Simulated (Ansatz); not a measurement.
One geometry of CuI₂, that is [CuI2]- with one electron fewer, several levels of theory.

```yaml
crystal:
  periodic: [false, false, false]
  atoms:
    - {symbol: Cu, position_ang: [-0.000130, -0.000078, -0.000158]}
    - {symbol: I, position_ang: [-0.015760, -0.019877, 2.431628]}
    - {symbol: I, position_ang: [0.015890, 0.019944, -2.431470]}
basis:
  gaussian: {orbitals: def2-TZVPD, initial_orbitals: start.molden}
magnetization: {spin_polarized: true, initial_magnetization: 1}
hamiltonian: {xc: r2scan, dispersion: d4}
scf: {omitted_lower_state_checks: [starts]}
output: {orbitals: {seedname: orbitals}}
```

The file start.molden holds the orbitals of an earlier run on this structure, at another level or in another basis.

```sh
$ ansatz run in.yaml --threads 4 --pin off --events-out ev --progress --plain --max-ram 3916MiB
```

Output, abridged:

```
Functional definition: r2SCAN
1297 factors; their error is unknown
mean field evaluation 1: about -60851.5111 eV, gradient 5.0e0 eV
mean field evaluation 2: about -60851.5641 eV, gradient 9.9e-2 eV
mean field evaluation 4: about -60851.5367 eV, gradient 2.8e-4 eV
mean field evaluation 8: about -60851.5367 eV, gradient 1.7e-5 eV
mean field evaluation 16: about -60851.5367 eV, gradient 4.5e-6 eV
mean field -60851.53667263 eV, -2236.2527260662 hartree, gradient 4.5e-6 eV, S^2 0.753856; 0 other end points of the search recorded, 0 dependent functions left out
reference -60851.53669270 eV, -2236.2527268036 hartree; 40, 39 occupied and 126, 127 virtual orbitals, 1297 factors
Total energy: -60851.55816471 eV, -2236.2535158856 hartree
Checks for a lower state left out: starts
```

It took 18 s on 4 threads of Intel Xeon Platinum 8559C on a shared host.

The first input with `hamiltonian: {xc: pbe, dispersion: d4}` (abridged; 9 s):

```
Functional definition: PBE
mean field evaluation 16: about -60838.3398 eV, gradient 5.9e-6 eV
mean field -60838.33978994 eV, -2235.7677495724 hartree, gradient 5.9e-6 eV, S^2 0.751840
Total energy: -60838.44395976 eV, -2235.7715777426 hartree
Checks for a lower state left out: starts
```

First input, but with `hamiltonian: {xc: pbe0, dispersion: d4}` (abridged; 23 s):

```
Functional definition: PBE0
mean field -60839.30700836 eV, -2235.8032941939 hartree, gradient 3.1e-6 eV, S^2 0.756964
Total energy: -60839.39835779 eV, -2235.8066512234 hartree
Checks for a lower state left out: starts
```

Geometry: r2SCAN-D4/def2-TZVPD, that of the charge -1 singlet.

In the def2 sets I takes a core potential; there is no spin–orbit coupling. At PBE-D4/def2-TZVPD the gap within one spin of the charge 0 doublet nearly closes, so an electron or hole may be smeared out by delocalisation error.
